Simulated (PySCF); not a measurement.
Gas-phase reaction: GaBr₃ + 4 F ⇌ GaF + 3 BrF

Method: PySCF energies (xtb for GFN2) plus ideal-gas RRHO corrections (1 bar). † marks an energy on the PBE0/def2-TZVP geometry and frequencies; other levels use their own. Open shells (unrestricted): F (multiplicity 2, electronic degeneracy 6); the rest are closed-shell singlets. GFN2 has no spin-polarisation term. Spin-orbit splitting is ignored; it lowers the true energy and changes the entropy of F. Br, Ga: all electrons, no relativistic terms. The harmonic model lacks anharmonicity and excited electronic states, which grow with temperature; levels with a mode under 35 cm⁻¹ are left out. Soft modes under 120 cm⁻¹ make the harmonic entropy rough for GaBr₃.

```csv
level,"ΔE electronic, kJ","ΔH°(298 K), kJ","ΔS°(298 K), J/K","ΔG°(1000 K), kJ"
GFN2-xTB,-597,-599,-88,-501
M06-2X/def2-TZVP†,-361,-360,-89,-258
PBE/def2-TZVP†,-540,-539,-89,-437
PBE0/def2-QZVP†,-390,-389,-89,-287
PBE0/def2-SVP†,-324,-323,-89,-222
r2SCAN/def2-TZVP†,-380,-379,-89,-278
LDA/def2-TZVP†,-732,-731,-89,-630
ωB97M-V/def2-TZVP†,-418,-416,-89,-315
ωB97X-V/def2-TZVP†,-400,-399,-89,-298
```
ΔH° is lowest at LDA/def2-TZVP† and highest at PBE0/def2-SVP†. No reference value is set beside these.
